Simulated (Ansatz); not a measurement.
Molecule: C3H11ClOSi2 (charge 0, singlet). 
Geometry from a B3LYP-D3(BJ)/def2-TZVP (Ansatz, a first-principles code) optimisation:
SMILES: Cl[SiH2]O[Si](C)(C)C
```xyz
18

C     -1.7285     0.1153     1.5329
Si    -1.3062    -0.0949    -0.2729
C     -2.5386    -1.1981    -1.1357
C     -1.1676     1.5636    -1.1224
O      0.1677    -0.8649    -0.3756
Si     1.7642    -0.6637    -0.2549
Cl     2.1991     0.8761     1.0665
H     -2.6979     0.6046     1.6551
H     -1.7743    -0.8509     2.0399
H     -0.9765     0.7250     2.0377
H     -2.2708    -1.3410    -2.1847
H     -3.5412    -0.7651    -1.1010
H     -2.5813    -2.1813    -0.6624
H     -2.1206     2.0976    -1.0971
H     -0.4202     2.1915    -0.6326
H     -0.8782     1.4481    -2.1694
H      2.3819    -1.8879     0.2817
H      2.3500    -0.2788    -1.5522
```

Parts of the frozen-core correlation energy in cc-pV(T+d)Z (Ansatz, hartree). Frozen orbitals: 19; correlated occupied orbitals by spin: 22 and 22; virtual: 350 and 350. No spin-orbit coupling. No relativistic terms.

| term | value |
|---|---|
| reference (HF) | -1232.57035 |
| MP2 opposite-spin | -0.92875 |
| MP2 same-spin | -0.27226 |
| CCSD correlation | -1.27941 |
| (T) | -0.04930 |
| T1 diagnostic | 0.010 |
| largest doubles amplitude | 0.012 |
